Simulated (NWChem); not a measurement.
System: ZnBr$_{2}$; SMILES [Br][Zn][Br]

NWChem input:

```
start job
memory heap 200 mb stack 900 mb global 1100 mb
geometry units angstroms noautosym nocenter noautoz
  Zn     0.000000     0.000000     0.011936
  Br     2.219548     0.000000    -0.004832
  Br    -2.219548     0.000000    -0.004832
end
basis spherical
  Zn library pcsseg-1
  Br library pcsseg-1
end
dft
  xc xpbe96 cpbe96
  iterations 150
end
property
  shielding 2 1 2
end
task dft property
```

Output (shortened):

```
             Northwest Computational Chemistry Package (NWChem) 7.3.0
             --------------------------------------------------------

                             Geometry "geometry" -> ""
                             -------------------------

 Output coordinates in angstroms (scale by  1.889725989 to convert to a.u.)

  No.       Tag          Charge          X              Y              Z
 ---- ---------------- ---------- -------------- -------------- --------------
    1 Zn                  30.0000     0.00000000     0.00000000     0.01193600
    2 Br                  35.0000     2.21954800     0.00000000    -0.00483200
    3 Br                  35.0000    -2.21954800     0.00000000    -0.00483200

 Effective nuclear repulsion energy (a.u.)     646.6909376363

  pbe96 is a nonlocal functional; adding pw91lda local functional.
                              NWChem Property Module
                              ----------------------

  itol2e modified to match energy
  convergence criterion.

                                 NWChem DFT Module
                                 -----------------

 Summary of "ao basis" -> "ao basis" (spherical)
 ------------------------------------------------------------------------------
       Tag                 Description            Shells   Functions and Types
 ---------------- ------------------------------  ------  ---------------------
 Zn                         pcsseg-1                15       45   5s6p3d1f
 Br                         pcsseg-1                15       41   5s7p3d

  itol2e modified to match energy
  convergence criterion.

            General Information
            -------------------
          SCF calculation type: DFT
          Wavefunction type:  closed shell.
          No. of atoms     :     3
          No. of electrons :   100
           Alpha electrons :    50
            Beta electrons :    50
          Charge           :     0
          Spin multiplicity:     1
          Use of symmetry is: off; symmetry adaption is: off
          Maximum number of iterations: 150
          AO basis - number of functions:   127
                     number of shells:    45
          Convergence on energy requested:  1.00D-07
          Convergence on density requested:  1.00D-05
          Convergence on gradient requested:  5.00D-04

              XC Information
              --------------
          PerdewBurkeErnzerhof Exchange Functional  1.000
            Perdew 1991 LDA Correlation Functional  1.000 local
           PerdewBurkeErnz. Correlation Functional  1.000 non-local

             Grid Information
             ----------------
          Grid used for XC integration:  fine
          Radial quadrature: Mura-Knowles
          Angular quadrature: Lebedev.
          Tag              B.-S. Rad. Rad. Pts. Rad. Cut. Ang. Pts.
          ---              ---------- --------- --------- ---------
          Zn                  1.35      140           8.0       974
          Br                  1.15      140          11.0       974
          Grid pruning is: on
          Number of quadrature shells:   420
          Spatial weights used:  Erf1

      Superposition of Atomic Density Guess
      -------------------------------------

 Sum of atomic energies:       -6921.79916185

      Non-variational initial energy
      ------------------------------

 Total energy =   -6922.296009
 1-e energy   =  -10940.458022
 2-e energy   =    3371.471074
 HOMO         =      -0.402194
 LUMO         =      -0.038475

   convergence    iter        energy       DeltaE   RMS-Dens  Diis-err
 ---------------- ----- ----------------- --------- --------- ---------
 d= 0,ls=0.0,diis     1  -6925.9773244530 -7.57D+03  1.19D-02  6.21D+00
 d= 0,ls=0.0,diis     2  -6925.9648727674  1.25D-02  1.27D-02  8.87D-01
 d= 0,ls=0.0,diis     3  -6925.9066165777  5.83D-02  6.48D-03  1.60D+00
 d= 0,ls=0.0,diis     4  -6926.0578354373 -1.51D-01  9.23D-04  2.46D-01
 d= 0,ls=0.0,diis     5  -6926.0661874971 -8.35D-03  1.72D-04  5.44D-04
  Resetting Diis
 d= 0,ls=0.0,diis     6  -6926.0662427645 -5.53D-05  3.52D-05  1.16D-05
 d= 0,ls=0.0,diis     7  -6926.0662433932 -6.29D-07  2.67D-05  4.88D-06
 d= 0,ls=0.0,diis     8  -6926.0662426951  6.98D-07  1.41D-05  2.06D-05
 d= 0,ls=0.0,diis     9  -6926.0662437533 -1.06D-06  3.28D-06  9.40D-07
 d= 0,ls=0.0,diis    10  -6926.0662438003 -4.70D-08  5.54D-07  5.68D-09

         Total DFT energy =    -6926.066243800274
      One electron energy =   -10938.023867735837
           Coulomb energy =     3618.088633838473
    Exchange-Corr. energy =     -252.821947539198
 Nuclear repulsion energy =      646.690937636288

 Numeric. integr. density =      100.000000014561

                       DFT Final Molecular Orbital Analysis
                       ------------------------------------

 Vector   48  Occ=2.000000D+00  E=-2.764047D-01
              MO Center= -1.5D-06, -6.1D-06, -2.5D-03, r^2= 5.9D+00
   Bfn.  Coefficient  Atom+Function         Bfn.  Coefficient  Atom+Function
  ----- ------------  ---------------      ----- ------------  ---------------
    71      0.414733  2 Br pz               112      0.414734  3 Br pz
    68      0.357778  2 Br pz               109      0.357779  3 Br pz
    23      0.149548  1 Zn pz                62     -0.139956  2 Br pz
   103     -0.139956  3 Br pz                65     -0.099728  2 Br pz
   106     -0.099728  3 Br pz                17     -0.045653  1 Zn pz

 Vector   49  Occ=2.000000D+00  E=-2.624187D-01
              MO Center=  1.5D-06,  7.6D-07, -4.3D-03, r^2= 6.2D+00
   Bfn.  Coefficient  Atom+Function         Bfn.  Coefficient  Atom+Function
  ----- ------------  ---------------      ----- ------------  ---------------
    70      0.430802  2 Br py               111     -0.430802  3 Br py
    67      0.372111  2 Br py               108     -0.372111  3 Br py
    61     -0.144615  2 Br py               102      0.144615  3 Br py
    24     -0.124487  1 Zn d -2              64     -0.103114  2 Br py
   105      0.103114  3 Br py                29     -0.074279  1 Zn d -2

 Vector   50  Occ=2.000000D+00  E=-2.624178D-01
              MO Center=  1.5D-06, -7.7D-07, -4.1D-03, r^2= 6.2D+00
   Bfn.  Coefficient  Atom+Function         Bfn.  Coefficient  Atom+Function
  ----- ------------  ---------------      ----- ------------  ---------------
    71      0.430770  2 Br pz               112     -0.430770  3 Br pz
    68      0.372082  2 Br pz               109     -0.372082  3 Br pz
    62     -0.144604  2 Br pz               103      0.144604  3 Br pz
    27      0.124488  1 Zn d  1              65     -0.103106  2 Br pz
   106      0.103106  3 Br pz                32      0.074280  1 Zn d  1

 Vector   51  Occ=0.000000D+00  E=-9.079531D-02
              MO Center=  1.6D-08, -3.6D-08,  2.0D-02, r^2= 4.9D+00
   Bfn.  Coefficient  Atom+Function         Bfn.  Coefficient  Atom+Function
  ----- ------------  ---------------      ----- ------------  ---------------
     5      0.728283  1 Zn s                  4      0.611197  1 Zn s
    69      0.430321  2 Br px               110     -0.430321  3 Br px
     3     -0.370583  1 Zn s                 66      0.269426  2 Br px
   107     -0.269426  3 Br px                50     -0.232923  2 Br s
    91     -0.232923  3 Br s                 49     -0.207962  2 Br s

[...]

          -----------------------------------------
          Chemical Shielding Tensors (GIAO, in ppm)
          -----------------------------------------

                                NWChem CPHF Module
                                ------------------

  scftype          =     RHF
  nclosed          =       50
  nopen            =        0
  variables        =     3850
  # of vectors     =        3
  tolerance        = 0.10D-03
  level shift      = 0.00D+00
  max iterations   =       50
  max subspace     =       30

 SCF residual:    4.7682605797082198E-005

Iterative solution of linear equations
  No. of variables     3850
  No. of equations        3
  Maximum subspace       30
        Iterations       50
       Convergence  1.0D-04

   iter   nsub   residual    time
   ----  ------  --------  ---------
     1      3    2.60D-05      42.6

      Atom:    1  Zn
        Diamagnetic
   2535.5281      0.0000      0.0000
      0.0000   2516.0799     -0.0000
      0.0000     -0.0000   2516.0801

        Paramagnetic
     -0.0290     -0.0000     -0.0000
     -0.0000  -1341.1164      0.0000
     -0.0000      0.0000  -1341.1029

        Total Shielding Tensor
   2535.4991     -0.0000     -0.0000
     -0.0000   1174.9636      0.0000
     -0.0000      0.0000   1174.9771

           isotropic =    1628.4799
          anisotropy =    1360.5288

          Principal Components and Axis System
                 1           2           3
             2535.4991   1174.9771   1174.9636

      1         1.0000      0.0000      0.0000
      2        -0.0000      0.0005      1.0000
      3        -0.0000      1.0000     -0.0005

      Atom:    2  Br
        Diamagnetic
   3132.1458      0.0000     -0.1208
      0.0000   3116.8430     -0.0000
     -0.1208     -0.0000   3116.8441

        Paramagnetic
     -0.0404      0.0000     -3.1424
      0.0000   -567.5749      0.0000
     -3.1424      0.0000   -567.4353

        Total Shielding Tensor
   3132.1053      0.0000     -3.2632
      0.0000   2549.2681      0.0000
     -3.2632      0.0000   2549.4087

           isotropic =    2743.5941
          anisotropy =     582.7943

          Principal Components and Axis System
                 1           2           3
             3132.1236   2549.3905   2549.2681

      1         1.0000      0.0056     -0.0000
      2         0.0000      0.0000      1.0000
      3        -0.0056      1.0000     -0.0000
```

Level: PBE/pcSseg-1, GIAO. All runs use the structure optimised with B3LYP/6-31G* (spherical d). The printed shielding anisotropy is the first printed principal value minus the mean of the other two.
